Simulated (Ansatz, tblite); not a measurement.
Cost and result up the ladder for Sn(OEt)H3 (C2H8OSn) (12 atoms). Total charge 0; singlet. Geometry: B3LYP-D4/def2-SVP.

Cartesian coordinates in Å:
```
Sn 2.138 0.818 0.047
O 0.140 0.685 0.054
C -0.508 -0.563 -0.061
C -2.011 -0.345 0.009
H -0.253 -1.067 -1.019
H -0.199 -1.260 0.748
H -2.553 -1.301 -0.081
H -2.283 0.125 0.967
H -2.338 0.323 -0.803
H 2.416 2.500 0.190
H 2.714 0.166 -1.440
H 2.737 -0.080 1.390
```

Ansatz on 4 threads of Intel Xeon on a shared host; xTB runs through tblite on one thread. Times are rough, summed over both states, and most runs start from the orbitals of an earlier one. PBE0-D4/def2-TZVP serves as the yardstick here, not as an exact answer. The other state is a doublet.

In the def2 sets Sn takes a core potential; there is no spin–orbit coupling. The xTB rows come from tblite.

Raw xTB energies of ions are shifted by several eV.

```tsv
level	functions	wall time	vertical IE (eV)	difference from PBE0-D4/def2-TZVP (eV)
GFN2-xTB	29	0.013 s	13.94	4.55
GFN1-xTB	37	0.019 s	14.89	5.50
PBE-D4/def2-TZVP	191	4.6 s	9.16	-0.23
PBE0-D4/def2-TZVP	191	7.9 s	9.39	0.00
r2SCAN-D4/def2-TZVP (with forces)	191	8.3 s	9.25	-0.14
```
